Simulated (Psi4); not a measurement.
Psi4 input (wB97X-D/6-311+G**):

```
memory 1500 MB

molecule {
-1 1
N     0.55463400    1.03358500   -1.03868000
Si   -0.14513700    0.30436600    0.51605500
N     1.07334100   -1.04284700    0.68717700
N    -1.51799400   -0.46332200   -0.39315100
H     1.35441300    1.62535000   -0.83406500
H    -0.13514800    1.63440900   -1.48242900
H     1.74548300   -0.88502100    1.42827600
H     1.58396200   -1.23497900   -0.17549800
H    -2.09578100   -1.03821100    0.21022500
H    -1.19088100   -1.05458100   -1.15870200
symmetry c1
no_reorient
no_com
}

set {
  basis 6-311+G**
  reference rks
  scf_type df
  df_basis_scf def2-universal-jkfit
  dft_radial_points 99
  dft_spherical_points 590
  e_convergence 1e-8
  d_convergence 1e-7
  maxiter 150
}

e = energy('wb97x-d')
print_out(f'\nFINAL {e:.10f} DIPOLE {variable("CURRENT DIPOLE")[0]:.6f} {variable("CURRENT DIPOLE")[1]:.6f} {variable("CURRENT DIPOLE")[2]:.6f}\n')
```

Output:

```
   => Loading Basis Set <=

    Name: 6-311+G**
    Role: ORBITAL
    Keyword: BASIS
    atoms 1, 3-4 entry N          line   150 file 6-311pgss.gbs
    atoms 2      entry SI         line   351 file 6-311pgss.gbs
    atoms 5-10   entry H          line    42 file 6-311pgss.gbs

   => WB97X-D: Empirical Dispersion <=

    Chai and Head-Gordon Dispersion Correction
    Chai, J.-D.; Head-Gordon, M. (2010), J. Chem. Phys., 132: 6615-6620

        s6 =       1.000000

         ---------------------------------------------------------
                                   SCF
               by Justin Turney, Rob Parrish, Andy Simmonett
                          and Daniel G. A. Smith
                              RKS Reference
         ---------------------------------------------------------

  ==> Geometry <==

    Molecular point group: c1
    Full point group: C1

    Geometry (in Angstrom), charge = -1, multiplicity = 1:

       Center              X                  Y                   Z               Mass
    ------------   -----------------  -----------------  -----------------  -----------------
         N            0.554634000000     1.033585000000    -1.038680000000    14.003074004430
         SI          -0.145137000000     0.304366000000     0.516055000000    27.976926534650
         N            1.073341000000    -1.042847000000     0.687177000000    14.003074004430
         N           -1.517994000000    -0.463322000000    -0.393151000000    14.003074004430
         H            1.354413000000     1.625350000000    -0.834065000000     1.007825032230
         H           -0.135148000000     1.634409000000    -1.482429000000     1.007825032230
         H            1.745483000000    -0.885021000000     1.428276000000     1.007825032230
         H            1.583962000000    -1.234979000000    -0.175498000000     1.007825032230
         H           -2.095781000000    -1.038211000000     0.210225000000     1.007825032230
         H           -1.190881000000    -1.054581000000    -1.158702000000     1.007825032230

  Running in c1 symmetry.

  Rotational constants: A =      0.21471  B =      0.18985  C =      0.12699 [cm^-1]
  Rotational constants: A =   6436.76421  B =   5691.57852  C =   3807.04474 [MHz]
  Nuclear repulsion =  170.409999956642281

  Charge       = -1
  Multiplicity = 1
  Electrons    = 42
  Nalpha       = 21
  Nbeta        = 21

  ==> Algorithm <==

  SCF Algorithm Type is DF.
  DIIS enabled.
  MOM disabled.
  Fractional occupation disabled.
  Guess Type is SAD.
  Energy threshold   = 1.00e-08
  Density threshold  = 1.00e-07
  Integral threshold = 1.00e-12

  ==> Primary Basis <==

  Basis Set: 6-311+G**
    Blend: 6-311+G**
    Number of shells: 68
    Number of basis functions: 132
    Number of Cartesian functions: 136
    Spherical Harmonics?: true
    Max angular momentum: 2

  ==> DFT Potential <==

   => LibXC <=

    Version 7.1.2
    S. Lehtola, C. Steigemann, M. J. T. Oliveira, and M. A. L. Marques,  SoftwareX 7, 1–5 (2018) (10.1016/j.softx.2017.11.002)

   => Composite Functional: WB97X-D <=

    wB97X-D Hyb-GGA Exchange-Correlation Functional

    J.-D. Chai and M. Head-Gordon,  Phys. Chem. Chem. Phys. 10, 6615–6620 (2008) (10.1039/B810189B)

    Deriv               =              1
    GGA                 =           TRUE
    Meta                =          FALSE

    Exchange Hybrid     =           TRUE
    MP2 Hybrid          =          FALSE

   => Exchange-Correlation Functionals <=

    1.0000   wB97X-D range-separated functional

   => Exact (HF) Exchange <=

    0.7780            HF,LR [omega = 0.2000]
    0.2220               HF

   => LibXC Density Thresholds  <==

    XC_HYB_GGA_XC_WB97X_D:  1.00E-14

   => Molecular Quadrature <=

    Radial Scheme          =       TREUTLER
    Pruning Scheme         =           NONE
    Nuclear Scheme         =       TREUTLER

    Blocking Scheme        =         OCTREE
    BS radius alpha        =              1
    Pruning alpha          =              1
    Radial Points          =             99
    Spherical Points       =            590
    Total Points           =         556574
    Total Blocks           =           3920
    Max Points             =            256
    Max Functions          =            132
    Weights Tolerance      =       1.00E-15

   => Loading Basis Set <=

    Name: DEF2-UNIVERSAL-JKFIT
    Role: JKFIT
    Keyword: DF_BASIS_SCF
    atoms 1, 3-4 entry N          line   258 file def2-universal-jkfit.gbs
    atoms 2      entry SI         line   737 file def2-universal-jkfit.gbs
    atoms 5-10   entry H          line    18 file def2-universal-jkfit.gbs

  ==> Integral Setup <==

  SCF_SUBTYPE=INCORE selected. In-core MEM_DF algorithm will be used.
  Using in-core AOs.

  ==> MemDFJK: Density-Fitted J/K Matrices <==

    J tasked:                   Yes
    K tasked:                   Yes
    wK tasked:                  Yes
    Omega:                2.000E-01
    Algorithm:                 Core
    Schwarz Cutoff:           1E-12
    Mask sparsity (%):       1.3430
    Fitting Condition:        1E-10

   => Auxiliary Basis Set <=

  Basis Set: DEF2-UNIVERSAL-JKFIT
    Blend: DEF2-UNIVERSAL-JKFIT
    Number of shells: 149
    Number of basis functions: 467
    Number of Cartesian functions: 554
    Spherical Harmonics?: true
    Max angular momentum: 4

  Cached 50.0% of DFT collocation blocks in 0.789 [GiB].

  Minimum eigenvalue in the overlap matrix is 8.6007405192E-04.
  Reciprocal condition number of the overlap matrix is 9.7245619993E-05.
    Using symmetric orthogonalization.

  ==> Pre-Iterations <==

  SCF Guess: Superposition of Atomic Densities via on-the-fly atomic UHF (no occupation information).

   -------------------------
    Irrep   Nso     Nmo
   -------------------------
     A        132     132
   -------------------------
    Total     132     132
   -------------------------

  ==> Iterations <==

                           Total Energy        Delta E     RMS |[F,P]|

   @DF-RKS iter SAD:  -456.36974086910618   -4.56370e+02   0.00000e+00
   @DF-RKS iter   1:  -456.74479169084572   -3.75051e-01   9.56952e-03 DIIS/ADIIS
   @DF-RKS iter   2:  -456.42509700262229    3.19695e-01   1.11281e-02 DIIS/ADIIS
   @DF-RKS iter   3:  -457.42851227462336   -1.00342e+00   6.23631e-04 DIIS/ADIIS
   @DF-RKS iter   4:  -457.43261523947183   -4.10296e-03   1.96864e-04 DIIS/ADIIS
   @DF-RKS iter   5:  -457.43298399083409   -3.68751e-04   1.04651e-04 DIIS/ADIIS
   @DF-RKS iter   6:  -457.43309425202881   -1.10261e-04   3.86070e-05 DIIS
   @DF-RKS iter   7:  -457.43311861585067   -2.43638e-05   7.03616e-06 DIIS
   @DF-RKS iter   8:  -457.43312240197031   -3.78612e-06   2.75814e-06 DIIS
   @DF-RKS iter   9:  -457.43312284137306   -4.39403e-07   1.62386e-06 DIIS
   @DF-RKS iter  10:  -457.43312290445022   -6.30772e-08   5.36618e-07 DIIS
   @DF-RKS iter  11:  -457.43312291285145   -8.40123e-09   1.93518e-07 DIIS
   @DF-RKS iter  12:  -457.43312291416311   -1.31166e-09   4.14256e-08 DIIS
  Energy and wave function converged.

  ==> Post-Iterations <==

   Electrons on quadrature grid:
      Ntotal   =   41.9999977535 ; deviation = -2.247e-06

    Orbital Energies [Eh]
    ---------------------

    Doubly Occupied:

       1A    -66.042166     2A    -14.214458     3A    -14.211476
       4A    -14.210086     5A     -5.170190     6A     -3.515598
       7A     -3.515349     8A     -3.511570     9A     -0.762990
      10A     -0.732039    11A     -0.730197    12A     -0.397926
      13A     -0.376281    14A     -0.373894    15A     -0.356278
      16A     -0.280852    17A     -0.256145    18A     -0.182748
      19A     -0.163375    20A     -0.144546    21A     -0.055064

    Virtual:

      22A      0.185614    23A      0.194679    24A      0.197147
      25A      0.202832    26A      0.277881    27A      0.283439
      28A      0.307482    29A      0.310363    30A      0.313871
      31A      0.334905    32A      0.339646    33A      0.345079
      34A      0.347000    35A      0.360988    36A      0.373373
      37A      0.385499    38A      0.393480    39A      0.402090
      40A      0.418196    41A      0.438584    42A      0.452570
      43A      0.471536    44A      0.479263    45A      0.505578
      46A      0.512933    47A      0.574727    48A      0.578845
      49A      0.593936    50A      0.676927    51A      0.735757
      52A      0.766518    53A      0.814370    54A      0.816448
      55A      0.845373    56A      0.901932    57A      0.929248
      58A      0.944978    59A      0.966784    60A      1.002689
      61A      1.034799    62A      1.060270    63A      1.086425
      64A      1.091993    65A      1.108513    66A      1.126799
      67A      1.149313    68A      1.156020    69A      1.203313
      70A      1.214558    71A      1.413597    72A      1.442680
      73A      1.460779    74A      1.474158    75A      1.485619
      76A      1.513167    77A      1.544787    78A      1.594463
      79A      1.638779    80A      1.710154    81A      1.735895
      82A      1.765256    83A      1.901192    84A      1.918023
      85A      1.935517    86A      1.986244    87A      2.073407
      88A      2.118536    89A      2.180389    90A      2.205477
      91A      2.213259    92A      2.271249    93A      2.315022
      94A      2.334364    95A      2.647320    96A      2.664410
      97A      2.683150    98A      2.724400    99A      2.752211
     100A      2.755021   101A      2.798679   102A      2.821632
     103A      2.861159   104A      2.867501   105A      2.892287
     106A      2.922875   107A      2.970428   108A      3.016694
     109A      3.039130   110A      3.172568   111A      3.188417
     112A      3.210504   113A      3.346796   114A      3.357403
     115A      3.395727   116A      4.159843   117A      4.179762
     118A      4.210036   119A      4.516743   120A      4.570683
     121A      4.620530   122A      4.968693   123A      4.982663
     124A      4.991873   125A      6.037069   126A     11.739557
     127A     11.748864   128A     11.772227   129A     35.867280
     130A     35.887323   131A     35.905986   132A    141.505931

    Final Occupation by Irrep:
              A
    DOCC [    21 ]
    NA   [    21 ]
    NB   [    21 ]

  @DF-RKS Final Energy:  -457.43312291416311

   => Energetics <=

    Nuclear Repulsion Energy =            170.4099999566422809
    One-Electron Energy =                -976.0641659388668359
    Two-Electron Energy =                 379.3373054323310498
    DFT Exchange-Correlation Energy =     -31.1134031406416689
    Empirical Dispersion Energy =          -0.0028592236280031
    VV10 Nonlocal Energy =                  0.0000000000000000
    Total Energy =                       -457.4331229141631070

Computation Completed

Properties will be evaluated at   0.000000,   0.000000,   0.000000 [a0]

Properties computed using the SCF density matrix

 Multipole Moments:

 ------------------------------------------------------------------------------------
     Multipole            Electronic (a.u.)      Nuclear  (a.u.)        Total (a.u.)
 ------------------------------------------------------------------------------------

 L = 1.  Multiply by 2.5417464519 to convert [e a0] to [Debye]
 Dipole X            :          0.6636930           -0.0000057            0.6636873
 Dipole Y            :         -0.2990058            0.0000057           -0.2990002
 Dipole Z            :         -0.8360400           -0.0000019           -0.8360419
 Magnitude           :                                                    1.1085342

 ------------------------------------------------------------------------------------

FINAL -457.4331229142 DIPOLE 0.663687 -0.299000 -0.836042

*** Psi4 exiting successfully. Buy a developer a beer!
```

The dipole moment of an ion depends on the origin.

The geometry given is a B3LYP-D3(BJ)/def2-TZVP minimum.
